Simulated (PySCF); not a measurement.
Electronic absorption of C8H12

Compound: C₈H₁₂.
InChI=1S/C8H12/c1-2-3-5-8-6-4-7-8/h2-3,5,8H,1,4,6-7H2/b5-3+

Level of theory: TDDFT PBE0/def2-SVPD, vertical, gas phase, core orbitals frozen in the response (PySCF 2.14.0, density-fitted response routines). The structure is a single GFN2-xTB conformer in the gas phase; no vibrational or solvent corrections. Torsions of this conformer, `[CH2:1]=[CH:2]/[CH:3]=[CH:4]/[CH:5]1[CH2:6][CH2:7][CH2:8]1`: C1–C2–C3–C4 179°, C3–C4–C5–C6 119°.

| state | E (eV) | E (hartree) | f | main configurations (H = HOMO, L = LUMO) |
| --- | --- | --- | --- | --- |
| S1 | 5.58 | 0.2050 | 0.944 | H→L (96%) |
| S2 | 6.36 | 0.2338 | 0.0009 | H→L+2 (90%) |
| S3 | 6.46 | 0.2372 | 0.0064 | H→L+1 (70%), H→L+3 (21%) |
| S4 | 6.64 | 0.2441 | 0.015 | H→L+3 (74%), H→L+1 (20%) |
| S5 | 6.72 | 0.2471 | 0.0051 | H-1→L (88%) |
| S6 | 6.85 | 0.2518 | 0.0052 | H→L+4 (52%), H-2→L (24%), H→L+6 (15%) |

Triplets (Tamm–Dancoff): T1 3.14 eV, H→L (95%); T2 5.12 eV, H-4→L (32%), H→L+4 (22%), H→L+6 (20%).

The lowest singlet comes at 222 nm (538 kJ/mol) in the ultraviolet; it is strong; its leading configuration is HOMO→LUMO (96%). The lowest level is also the most intense of those listed (f = 0.944). Löwdin shares by element: HOMO carbon 80% or more (atoms not listed hold the other 20%); LUMO carbon 77% or more (atoms not listed hold the other 23%). The listed states span 1.27 eV, and the widest gap between neighbours is 0.78 eV (S1 to S2). Weighted by f, the mean energy of these states is 5.61 eV. Orbital energies (eV): HOMO-3 -8.88, HOMO-2 -8.64, HOMO-1 -8.56, HOMO -6.43, LUMO -0.65, LUMO+1 0.90, LUMO+2 1.04. Only the lowest 6 singlets were computed, as vertical energies without vibronic structure.
